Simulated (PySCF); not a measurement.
A calculated (PBE0, PySCF 2.14, aug-cc-pVDZ-DK, scalar relativity by spin-free X2C-1e) atom or ion has these occupied shells.

```json
{"shell": "1s α", "electrons": "1", "orbital energy (eV)": "-8254.1", "rms radius, mean of both spins (bohr)": "0.0624"}
{"shell": "1s β", "electrons": "1", "orbital energy (eV)": "-8254.1", "rms radius, mean of both spins (bohr)": "0.0624"}
{"shell": "2s α", "electrons": "1", "orbital energy (eV)": "-999.50", "rms radius, mean of both spins (bohr)": "0.265"}
{"shell": "2s β", "electrons": "1", "orbital energy (eV)": "-998.16", "rms radius, mean of both spins (bohr)": "0.265"}
{"shell": "2p α", "electrons": "3", "orbital energy (eV)": "-858.99", "rms radius, mean of both spins (bohr)": "0.238"}
{"shell": "2p β", "electrons": "3", "orbital energy (eV)": "-857.85", "rms radius, mean of both spins (bohr)": "0.238"}
{"shell": "3s α", "electrons": "1", "orbital energy (eV)": "-118.81", "rms radius, mean of both spins (bohr)": "0.795"}
{"shell": "3s β", "electrons": "1", "orbital energy (eV)": "-115.72", "rms radius, mean of both spins (bohr)": "0.795"}
{"shell": "3p α", "electrons": "3", "orbital energy (eV)": "-77.608", "rms radius, mean of both spins (bohr)": "0.847"}
{"shell": "3p β", "electrons": "3", "orbital energy (eV)": "-74.283", "rms radius, mean of both spins (bohr)": "0.847"}
{"shell": "3d α", "electrons": "5", "orbital energy (eV)": "-12.328", "rms radius, mean of both spins (bohr)": "1.15"}
{"shell": "3d β", "electrons": "3", "orbital energy (eV)": "-10.499", "rms radius, mean of both spins (bohr)": "1.15"}
{"shell": "4s α", "electrons": "1", "orbital energy (eV)": "-6.501", "rms radius, mean of both spins (bohr)": "3.09"}
{"shell": "4s β", "electrons": "1", "orbital energy (eV)": "-6.121", "rms radius, mean of both spins (bohr)": "3.09"}
```

**Question.** Name the element and its charge.

**Answer.** Ni (nickel, neutral), in [Ar] 3d8 4s2, high-spin 3F determinant.
